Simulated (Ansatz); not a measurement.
`O[Si](F)(Cl)O[SiH3]` + `N=C(N)[SeH]` → `N=C(N)[Se][SiH3]` + `O[Si](O)(F)Cl`  (ligand exchange at the Si–O bond)

Gas-phase electronic energies from Ansatz, PBE0-D4/def2-TZVP geometries. CBS: MP2 limit from def2 TZ/QZ plus the TZ coupled-cluster correction, frozen cores. This one scheme is used for every species. Functionals use def2-TZVPP. For Se outer-core shells are correlated without core-valence functions, which leaves a few kJ/mol of doubt a bond. Scalar relativity is left out up to krypton. Each species was taken in one conformer, which may not be the lowest.

CCSD(T)/CBS gives +0.41 eV.

Question: Another level gave +0.41 eV. Which?
A. HF/def2-TZVPP
B. PBE/def2-TZVPP
C. CCSD/def2-TZVPP
D. MP2/def2-TZVPP

Answer: D. MP2/def2-TZVPP 0.41, CCSD/def2-TZVPP 0.50, PBE 0.27, HF/def2-TZVPP 0.67 eV.

Largest T1 diagnostic among the species: 0.013.

From PBE to PBE0 (25 % exact exchange), in def2-TZVPP and without D4, ΔE moves by +0.05 eV. In def2-TZVPP, CCSD(T) changes the Hartree–Fock value by −0.23 eV (the triples alone add −0.05 eV) and MP2 by −0.27 eV.
